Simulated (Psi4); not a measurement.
C2H5S (SMILES C[CH]S), doublet, geometry from GFN2-xTB. Base run: CCSD/3-21G (Psi4).

Psi4 was given this input:
```
memory 2 GB

molecule mol {
0 2
C     1.532999    0.714509   -0.079825
C     0.060960    0.703789   -0.227148
S    -0.805172   -0.736694    0.183518
H    -2.028457   -0.249353   -0.032406
H    -0.412016    1.361714   -0.934643
H     1.879380    1.727720    0.127027
H     1.836955    0.060930    0.735667
H     2.043143    0.376296   -0.990087
}

set {
  basis 3-21g
  reference uhf
}

energy('ccsd')
print_variables()
```

Each row names what was changed in the base input (with any setting that the change needs).

| change | ΔE vs base (kcal/mol) | MP2 correlation (Eh) | CC correlation without the perturbative part (Eh) | basis functions |
|---|---|---|---|---|
| base | 0.000 | -0.22894 | -0.26538 | 41 |
| method = lccd | -1.03 | -0.22894 | - | 41 |
| method = mp3 | 7.20 | -0.22884 | - | 41 |
| method = omp2 | 21.07 | -0.22884 | - | 41 |
| puream = on | 0.000 | -0.22894 | -0.26538 | 41 |
| freeze_core = on | 4.83 | -0.22050 | -0.25768 | 41 |
| puream = off | 0.000 | -0.22894 | -0.26538 | 41 |
| cc_type = df | 0.070 | -0.22884 | -0.26535 | 41 |
| method = mp2.5 | 15.09 | -0.22884 | - | 41 |
| method = mp2 | 22.98 | -0.22884 | - | 41 |

Open shells are given as the SCF converged; they aren't shown to be the lowest states, and a large step between rows can be another state.
